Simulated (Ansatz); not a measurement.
Abridged output of a molecular run in Ansatz:

```
Functional definition: HF
921 factors; integrals over basis functions are off by at most 6.3e-4 eV
mean field evaluation 1: about -21227.4458 eV, gradient 5.6e1 eV
mean field evaluation 2: about -21227.5288 eV, gradient 5.6e1 eV
mean field evaluation 4: about -21233.3127 eV, gradient 1.9e0 eV
mean field evaluation 8: about -21233.3535 eV, gradient 1.4e-1 eV
mean field -21233.35353569 eV, -780.3113499527 hartree, gradient 1.7e-6 eV, S^2 0.000000; 0 other end points of the search recorded, 0 dependent functions left out
8 core orbitals not correlated: weight in the atoms' cores, before any rotation towards them, 1.000 or more for the frozen orbitals, at most 0.000 for the correlated occupied ones
reference -21233.35353569 eV, -780.3113499527 hartree; 20, 20 occupied and 68, 68 virtual orbitals, 921 factors
second order -25.51890336 eV of doubles, -0.00000000 eV of singles
cycle   1  -24.99923861 eV  change    5.2e-1 eV  update   1.6e-1
cycle   2  -25.64613420 eV  change   -6.5e-1 eV  update   6.6e-2
cycle   3  -25.81804667 eV  change   -1.7e-1 eV  update   2.8e-2
cycle   4  -25.81509314 eV  change    3.0e-3 eV  update   6.9e-3
cycle   5  -25.80441222 eV  change    1.1e-2 eV  update   2.2e-3
cycle   6  -25.80399422 eV  change    4.2e-4 eV  update   7.9e-4
cycle   7  -25.80421670 eV  change   -2.2e-4 eV  update   2.6e-4
cycle   8  -25.80410007 eV  change    1.2e-4 eV  update   1.0e-4
cycle   9  -25.80412815 eV  change   -2.8e-5 eV  update   2.7e-5
perturbative correction -0.66774137 eV, -0.0245390428 hartree
Total energy: -21259.82540521 eV, -781.2841732144 hartree
```

Its atoms:

Cartesian coordinates in Å:
```
O 0.197 -0.173 1.423
Zr -0.010 -0.021 -0.451
F 1.697 0.168 -1.256
F -0.828 -1.595 -1.120
Cl -1.343 1.849 -0.967
H 0.287 -0.228 2.370
```

Problem. Which basis set was used?
A. def2-TZVPP
B. def2-SVP
C. def2-SVPD
D. def2-QZVPP

Solution. B. It gives 96 functions.

Problem. Write the keys of the input that set method, charge and spin (a neutral closed shell needs none for the last two).

Solution. 
```yaml
correlation: {method: ccsd_t}
```
